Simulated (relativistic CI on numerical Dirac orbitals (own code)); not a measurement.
Mn+ in a cubic cluster: 3p photoemission with charge transfer

Computed with a charge-transfer multiplet model of a cubic metal-ligand cluster with up to 3 ligand holes, Slater and spin-orbit integrals from Dirac-Coulomb-Breit ions, Slater integrals scaled by 0.9. The parameters are those of a tetrahedral site (10Dq negative, t2 hopping the larger). The ground state mixes d6 with configurations of k ligand holes L, whose averages lie at kΔ + k(k − 1)U_dd/2; a core hole lowers each added d electron by U_cd. 20 K, Lorentzian 0.9 eV and Gaussian 0.8 eV FWHM.

Atomic integrals in eV (Slater integrals scaled, ζ unscaled), ground: F2dd 8.104, F4dd 4.987, zeta_d 0.031; with the core hole: F2dd 9.350, F4dd 5.811, zeta_d 0.037, zeta_core 0.813, F2cd 10.431, G1cd 12.976, G3cd 7.832.

Cluster parameters (eV): U_dd = 5.7, U_cd = 7.4, 10Dq = -0.5, 10Dq(ligand) = 0, V(eg) = 0.97, V(t2g) = -1.66, final-state hopping factor = 1.

| Case | n_d | d6 | d7L | d8L2 | d9L3 | S |
| --- | --- | --- | --- | --- | --- | --- |
| Δ = 9 eV | 6.07 | 0.93 | 0.07 | 0.00 | 0.00 | 2.00 |
| Δ = 10 eV | 6.06 | 0.94 | 0.06 | 0.00 | 0.00 | 2.00 |
| Δ = 12 eV | 6.05 | 0.95 | 0.04 | 0.00 | 0.00 | 2.00 |

Weights, n_d and S are thermal averages at 20 K. Binding energies count from the first peak over 30 % of the highest in each spectrum, which can be another peak from case to case. The parameters are a model scan and need not match a compound or its usual spin state. Peaks in eV (height, largest 100):
- Δ = 9 eV: 0.0 (100), 5.2 (33), 7.7 (16), 11.5 (8), 16.5 (15), 18.3 (27), 23.1 (9)
- Δ = 10 eV: 0.0 (100), 5.5 (35), 8.3 (12), 12.3 (8), 16.8 (15), 18.6 (32), 22.8 (8)
- Δ = 12 eV: 0.0 (100), 5.7 (32), 9.4 (7), 13.8 (10), 19.0 (37)

For the case Δ = 9 eV, Δ = 9 eV is larger than U_dd = 5.7 eV, the Mott-Hubbard side of the Zaanen-Sawatzky-Allen scheme. With the core hole the configuration with one ligand hole lies at Δ − U_cd = 1.6, 2.6, 4.6 eV from the one without, in the order of the table; where this is negative the screened configuration lies lower, though the effective hopping of about 3.0 eV (from the holes of the mixed ground state) mixes the two strongly wherever it is as large as the gap.
